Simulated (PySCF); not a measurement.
C$_{2}$H$_{5}$AlF$_{2}$ (SMILES C[CH2][Al]([F])[F]), singlet, geometry from GFN2-xTB (such geometries of metal compounds can be far from the true shape).

Input for PySCF:
```python
from pyscf import gto, scf, mp

mol = gto.Mole()
mol.atom = '''
    Al    0.178713    0.156070    0.519070
    F     0.376616   -1.416126    0.980895
    F     0.563940    1.275851    1.668728
    C    -0.479972    0.611937   -1.304518
    C    -0.729478   -0.658694   -2.122130
    H     0.242650    1.254091   -1.817439
    H    -1.398956    1.202437   -1.237542
    H    -1.468123   -1.292894   -1.635804
    H     0.185515   -1.238859   -2.224563
    H    -1.092656   -0.410671   -3.119280
'''
mol.basis = 'cc-pvdz'
mol.charge = 0
mol.spin = 0
mol.verbose = 4
mol.max_memory = 1800
mol.build()

mf = scf.RHF(mol)
mf.kernel()

pt = mp.MP2(mf, frozen=9)
pt.kernel()
print('E(MP2) = %.10f' % pt.e_tot)
```

Question: What is the computed SCF-reference dipole moment (MP2/cc-pVDZ in PySCF)?

Answer: 2.68 D

Question: Predict the number of basis functions from MP2/cc-pVDZ.

Answer: 99

Question: What is the computed SCF-reference Mulliken (on the basis functions themselves) charges in atom order (MP2/cc-pVDZ)?

Answer: Al1 1.19, F2 -0.53, F3 -0.53, C4 -0.33, C5 -0.03, H6 0.06, H7 0.06, H8 0.04, H9 0.04, H10 0.03

Question: Estimate the nuclear repulsion energy that MP2/cc-pVDZ returns for this input.

Answer: 218.5015 Eh
